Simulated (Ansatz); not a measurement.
CH$_{6}$FNO$_{2}$Si, SMILES `CO[Si](N)(O)F`, relaxed with RKS PBE0-D4/def2-TZVP in the Gaussian-basis code of Ansatz from a PBE-D4/def2-SVP geometry. The force threshold is 0.005 eV/Å; the program also tests the step.

Charge 0, multiplicity 1.

Start:

```xyz
12

C     0.041   -1.488    1.398
O    -0.578   -0.374    0.773
Si   -0.029    0.329   -0.623
N    -0.816    1.806   -1.000
O     1.614    0.503   -0.426
F    -0.337   -0.656   -1.893
H    -0.116   -2.424    0.815
H    -0.414   -1.627    2.401
H     1.135   -1.335    1.525
H    -1.690    1.758   -1.528
H    -0.866    2.536   -0.285
H     2.055    0.972   -1.156
```

(1) By how much does the energy fall, and how many steps does the optimiser take? (An estimate is asked.)

(2) Which bonds change most? (Estimate.)

(3) Give the relaxed structure. (Estimate.)

## Answers

(1) Ansatz gave: 2.75 kcal/mol, in 11 steps.

(2) The calculation gave: Si3–F6 from 1.637 to 1.595 Å; O2–Si3 from 1.656 to 1.619 Å; Si3–O5 from 1.664 to 1.630 Å; Si3–N4 from 1.715 to 1.691 Å.

(3) Computed: 
```xyz
12

C     0.046   -1.487    1.384
O    -0.552   -0.369    0.761
Si   -0.032    0.327   -0.604
N    -0.834    1.768   -0.975
O     1.575    0.533   -0.425
F    -0.318   -0.641   -1.839
H    -0.106   -2.394    0.791
H    -0.427   -1.624    2.358
H     1.119   -1.333    1.529
H    -1.694    1.738   -1.498
H    -0.821    2.540   -0.330
H     2.045    0.941   -1.154
```
